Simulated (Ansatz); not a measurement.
Born–Oppenheimer molecular dynamics of C₂H₇Ga (10 atoms, charge 0, multiplicity 1). It goes on from the last frame of an earlier run, with new velocities.

Theory: Ansatz 0.2.0, RKS PBE0-D4/def2-SVP.

- ensemble: NVT, Nosé–Hoover chain
- time step: 0.25 fs
- steps asked: 100
- set temperature: 1500 K
- thermostat: time constant 100 fs, chain length 3 (defaults)
- seed: 237981

First frame:

```xyz
10
Properties=species:S:1:pos:R:3
Ga -0.017 -0.001 0.025
H 0.206 -0.035 1.584
C 1.711 0.074 -1.103
H 2.009 -0.959 -1.426
H 1.491 0.576 -2.177
H 2.582 0.432 -0.669
C -1.638 0.004 -1.064
H -2.458 -0.594 -0.810
H -2.008 1.043 -1.175
H -1.293 -0.345 -2.151
```

(1) What does the run give?

(2) What happens to the structure?

(3) How do temperature and energy run in time?

## Answers

(1) All steps were run.

* steps done: 100
* time covered: 25 fs
* mean temperature over the second half: 969 K
* spread of the potential energy over the second half: 26.3 meV per atom
* mean potential energy of the second half above the start: 55.8 meV per atom

The conserved energy stayed within 0.23 meV per atom of its start (net change 0.19 meV per atom), so the integration is sound. The mean temperature of the second half is 35 % below the set value. A run of 0.025 ps of so small a system gives no equilibrium averages.

(2) The same pairs are bonded in the first frame and the last. Pairs count as bonded within 1.25 times the sum of covalent radii (0.12 Å more for H–H). Another seed would give other details.

(3) 
| time (fs) | T (K) | potential energy less start (eV) | conserved less start (meV/atom) |
| --- | --- | --- | --- |
| 0 | 1500 | 0.000 | 0.00 |
| 1.25 | 1727 | -0.236 | -0.15 |
| 2.5 | 1374 | 0.130 | -0.03 |
| 3.75 | 878 | 0.645 | 0.20 |
| 5 | 931 | 0.589 | 0.06 |
| 6.25 | 1139 | 0.373 | -0.07 |
| 7.5 | 1003 | 0.514 | -0.02 |
| 8.75 | 689 | 0.841 | 0.13 |
| 10 | 710 | 0.820 | 0.15 |
| 11.25 | 1103 | 0.413 | -0.04 |
| 12.5 | 1234 | 0.276 | -0.13 |
| 13.75 | 844 | 0.683 | 0.05 |
| 15 | 593 | 0.945 | 0.21 |
| 16.25 | 935 | 0.590 | -0.03 |
| 17.5 | 1147 | 0.371 | -0.11 |
| 18.75 | 886 | 0.643 | 0.02 |
| 20 | 602 | 0.940 | 0.20 |
| 21.25 | 868 | 0.665 | 0.10 |
| 22.5 | 1351 | 0.166 | -0.11 |
| 23.75 | 1349 | 0.171 | -0.12 |
| 25 | 933 | 0.606 | 0.19 |

Time of the run: 4.9 min on 1 thread of Intel(R) Xeon(R) Platinum 8488C (Sapphire Rapids) (shared host), peak memory 0.21 GiB.
